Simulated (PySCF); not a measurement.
A structure optimised at PBE0-D3(BJ)/def2-SVP, used in a PySCF frequency run:

```xyz
8

F     -1.7913    -0.4839     0.7237
C     -1.3770     0.4709    -0.1274
F     -2.1503     1.5644     0.0628
C      0.0528     0.8598     0.1628
Br     1.2700    -0.5903    -0.1967
H     -1.5203     0.1098    -1.1608
H      0.1463     1.1348     1.2216
H      0.3427     1.7083    -0.4685
```
Charge 0, spin multiplicity 1.

Write its SMILES and formula.

FC(F)CBr, C2H3BrF2

What are its rotational constants (standard atomic weights)?

9.0509, 1.3843, 1.2463 GHz
